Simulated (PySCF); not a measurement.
GaHBr2, SMILES [Br][GaH][Br]. The structure is a stationary point at ωB97X-D3(BJ)/def2-SVP. The structure was generated by enumeration; whether it is a known compound was not checked.

Computed equilibrium geometry at ωB97X-D3(BJ)/def2-SVP (PySCF confirms it by a frequency run) as a Z-matrix, and its point group:
point group C2v.
```
Ga
H 1 1.5463
Br 1 2.2664 2 122.19
Br 1 2.2664 2 122.19 3 180.00
```
Charge 0, spin multiplicity 1.
